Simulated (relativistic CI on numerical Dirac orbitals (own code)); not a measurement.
What each ingredient does to the levels of Pd XIV

Base calculation: Dirac-Coulomb-Breit CI, KLI orbitals optimised for each configuration, model QED (radiative potential, 1s self-energy scaled to tabulated hydrogen-like ionisation energies), unscaled Slater integrals.

Configuration list (outside the closed core [Ar] 3d10): 4s2.4p3, 4s.4p4, 4p5, 4s2.4p2.4d, 4s.4p3.4d, 4s2.4p2.4f, 4s.4p3.4f, 4p4.4d, 4s.4p2.4d2, 4s2.4p2.5s, 4s2.4p.4d.4f, 4s2.4p2.5p, 4s2.4p.4d2, 4s2.4d3, 4s.4p.4d3, 4s2.4d2.4f, 4s.4p.4d2.4f, 4s2.4d2.5s, 4p3.4d2, 4p2.4d3, 4p2.4d2.4f, 4p2.4d2.5s. Double excitations out of closed p, d and f shells are left out; levels of such configurations are missing from the list, as are those of other unlisted configurations, and high levels can miss mixing partners. These lack a partner that the ground configuration has and come out too high: 4s2.4p2.5p.

Variants: (1) Breit term removed; (2) non-relativistic limit. Shifts of the energy above 4s2.4p3 4S°_3/2, in cm⁻¹, for the lowest level and the first level of each name with at least 55 % of one term (blank where a level changes its place among those of its configuration and J or its character, or is not in the variant):

```tsv
Level	Base	Δ(1)	Δ(2)
4s2.4p3 4S°_3/2	0	0	0
4s2.4p3 2D°_3/2	40492	+396	-3233
4s2.4p3 2D°_5/2	55436	+595	-18177
4s2.4p3 2P°_1/2	81822	+553	-18819
4s2.4p3 2P°_3/2	114450	+1237	-51447
4s.4p4 4P_5/2	301778	+39	-39572
4s.4p4 4P_3/2	329489	+414	-67284
4s.4p4 4P_1/2	335770	+392	-73564
4s.4p4 2D_3/2	375803	+436	-56246
4s.4p4 2D_5/2	386852	+722	-67295
4s2.4p2.4d 4F_3/2	465327	+723	-2771
4s2.4p2.4d 4F_5/2	477294	+1047	-14739
4s2.4p2.4d 2F_5/2	494640	+1271	
4s2.4p2.4d 4F_7/2	498380	+1554	-35825
4s2.4p2.4d 4D_1/2	503634	+1301	-30424
4s2.4p2.4d 4D_3/2	505168	+1312	-31958
4s2.4p2.4d 4F_9/2	514137	+1798	-51581
4s2.4p2.4d 4P_5/2	565087	+1422	-33161
4s2.4p2.4d 2G_9/2	570180	+2204	-59270
4s2.4p2.4d 2D_3/2	580612	+1509	-38032
4s2.4p2.4d 2D_5/2	599909	+1578	-57329
4p5 2P°_3/2	697305	+265	-87428
```

At this charge energies of transitions that change n are usually good to better than 1 %, and those within a shell (Δn = 0) to a few per cent.

Ionisation energy from the two ground configurations alone: base 311.614 eV; Breit term removed 311.734 eV. The NIST ASD value (theoretical) is 311 eV.

LS names give the leading component of a level, which can be under half, so a name can repeat, a term be missing and a line seem to break the LS rules.
